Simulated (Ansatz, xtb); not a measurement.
**Ligand exchange: ICl + CH2I2 → I2 + CH2ClI**

Species: ICl (iodine monochloride), singlet; CH2I2 (diiodomethane) `ICI`, singlet; I2 (iodine), singlet; CH2ClI (chloroiodomethane) `ClCI`, singlet. The partners trade Cl for I: I–Cl and C–I bonds give way to I–I and C–Cl.

Shapes, held fixed at every level: PBE0-D4/def2-TZVP. Programs: Ansatz 0.2.0, xtb 6.7.1. The zero-point and thermal change to 298 K, harmonic and unscaled (PBE0-D4/def2-TZVP), is +1.8 kJ/mol.

```json
{"level": "GFN0-xTB", "kind": "semi-empirical", "ΔH(298 K) (kJ/mol)": "-25.5", "less CCSD(T)/def2-TZVPP": "+24.9"}
{"level": "HF/def2-SVP", "kind": "Hartree–Fock", "ΔH(298 K) (kJ/mol)": "-71.9", "less CCSD(T)/def2-TZVPP": "-21.5"}
{"level": "PBE0-D4/def2-TZVPP", "kind": "global hybrid", "ΔH(298 K) (kJ/mol)": "-60.0", "less CCSD(T)/def2-TZVPP": "-9.6"}
{"level": "wB97M-V/def2-TZVPP", "kind": "range-separated hybrid", "ΔH(298 K) (kJ/mol)": "-56.0", "less CCSD(T)/def2-TZVPP": "-5.6"}
{"level": "MP2/def2-SVP", "kind": "perturbation theory", "ΔH(298 K) (kJ/mol)": "-67.0", "less CCSD(T)/def2-TZVPP": "-16.6"}
{"level": "CCSD(T)/def2-SVP", "kind": "coupled cluster or CI", "ΔH(298 K) (kJ/mol)": "-65.0", "less CCSD(T)/def2-TZVPP": "-14.6"}
{"level": "CCSD/def2-SVP", "kind": "coupled cluster or CI", "ΔH(298 K) (kJ/mol)": "-66.7", "less CCSD(T)/def2-TZVPP": "-16.3"}
{"level": "CCSD(T)/def2-TZVPP", "kind": "coupled cluster or CI", "ΔH(298 K) (kJ/mol)": "-50.4", "less CCSD(T)/def2-TZVPP": "0.0"}
```

The highest level, CCSD(T)/def2-TZVPP, gives ΔH(298 K) = -50.4 kJ/mol; the levels span -71.9 to -25.5. The column of differences is taken from that level and isn't an error. No measured value is set beside it here. For atoms past krypton def2 sets carry core potentials with scalar relativity. Correlated rows may include outer-core shells of I, which these sets cover unevenly.
